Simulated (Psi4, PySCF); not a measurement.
In, charge +1, singlet (core potentials on In). Base run: PySCF with BHANDHLYP/def2-SVPD, TDA.

Here is a job for PySCF.
```python
from pyscf import gto, scf, dft, tdscf

mol = gto.Mole()
mol.atom = '''
    In    0.000000    0.000000    0.000000
'''
mol.basis = 'def2-svpd'
mol.ecp = {'In': 'def2-svpd'}
mol.charge = 1
mol.spin = 0
mol.verbose = 4
mol.build()

mf = dft.RKS(mol)
mf.xc = 'bhandhlyp'
mf.kernel()
td = mf.TDA()
td.nstates = 5
td.kernel()
td.analyze(verbose=3)
```

Programs used: Psi4, PySCF; a row that names a program was run with it.

Each row names what was changed in the base input (with any setting that the change needs).

| change | first excitation (eV) | oscillator strength of the first | second (eV) |
|---|---|---|---|
| base | 8.21 | 0.836 | 8.21 |
| states = triplets | 5.31 | - | 5.31 |
| functional = wb97x | ___ | ___ | ___ |
| functional = camb3lyp | ___ | ___ | ___ |
| nstates = 15 | 8.21 | 0.836 | 8.21 |
| code = psi4 | 8.21 | 0.836 | 8.21 |
| functional = pbe0 | ___ | ___ | ___ |
| functional = lc_wpbe | 8.03 | 0.789 | 8.03 |
| nstates = 10 | 8.21 | 0.836 | 8.21 |
| functional = hf | 7.55 | 0.836 | 7.55 |
| nstates = 2 | 8.21 | 0.836 | 8.21 |

Q: Some entries are withheld; supply them.

A: 
- functional = wb97x, first excitation (eV): 8.26
- functional = wb97x, oscillator strength of the first: 0.797
- functional = wb97x, second (eV): 8.26
- functional = camb3lyp, first excitation (eV): 8.37
- functional = camb3lyp, oscillator strength of the first: 0.817
- functional = camb3lyp, second (eV): 8.37
- functional = pbe0, first excitation (eV): 8.31
- functional = pbe0, oscillator strength of the first: 0.821
- functional = pbe0, second (eV): 8.31

An iterative solver can miss low states, so a row lists the states that it found.
